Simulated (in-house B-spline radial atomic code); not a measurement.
Relativistic effects in Cl III (Cl2+), [Ne] 3s2 3p3: non-relativistic Hartree-Fock (point nucleus) against Dirac-Hartree-Fock (Fermi nucleus of rms radius 3.3654 fm), both averages of the configuration, computed with a radial B-spline atomic code at the basis-set limit.

```json
{"orbital": "1s1/2", "ε NR (Eh)": "-105.94", "ε Dirac (Eh)": "?", "<r> NR (bohr)": "0.09129", "<r> Dirac (bohr)": "?", "change of <r> (%)": "?"}
{"orbital": "2s1/2", "ε NR (Eh)": "-11.633", "ε Dirac (Eh)": "-11.702", "<r> NR (bohr)": "0.4411", "<r> Dirac (bohr)": "0.4389", "change of <r> (%)": "-0.5"}
{"orbital": "2p1/2", "ε NR (Eh)": "-9.0944", "ε Dirac (Eh)": "-9.1397", "<r> NR (bohr)": "0.4053", "<r> Dirac (bohr)": "0.4032", "change of <r> (%)": "-0.5"}
{"orbital": "2p3/2", "ε NR (Eh)": "-9.0944", "ε Dirac (Eh)": "-9.075", "<r> NR (bohr)": "0.4053", "<r> Dirac (bohr)": "0.4054", "change of <r> (%)": "0.0"}
{"orbital": "3s1/2", "ε NR (Eh)": "-1.9188", "ε Dirac (Eh)": "-1.9268", "<r> NR (bohr)": "1.457", "<r> Dirac (bohr)": "1.452", "change of <r> (%)": "-0.3"}
{"orbital": "3p1/2", "ε NR (Eh)": "-1.393", "ε Dirac (Eh)": "-1.3968", "<r> NR (bohr)": "1.611", "<r> Dirac (bohr)": "1.607", "change of <r> (%)": "-0.3"}
{"orbital": "3p3/2", "ε NR (Eh)": "-1.393", "ε Dirac (Eh)": "?", "<r> NR (bohr)": "1.611", "<r> Dirac (bohr)": "?", "change of <r> (%)": "?"}
```

(1) What happens to 1s1/2?

(2) What happens to 3p3/2?

(3) What explains the pattern of contraction and expansion?

(4) By how much does the total energy change?

Results:

(1) Its energy goes to -106.34 hartree and <r> to 0.09084 bohr (-0.50 %).

(2) Its energy goes to -1.3908 hartree and <r> to 1.612 bohr (+0.06 %).

(3) Expansion is seen in 3p3/2. The s and p1/2 orbitals contract directly, screen the nucleus better, and so push out orbitals that have little density near the nucleus; spin-orbit coupling adds to this for j = l + 1/2 and opposes it for j = l - 1/2.

(4) By -1.4575 hartree, from -458.123 to -459.580.
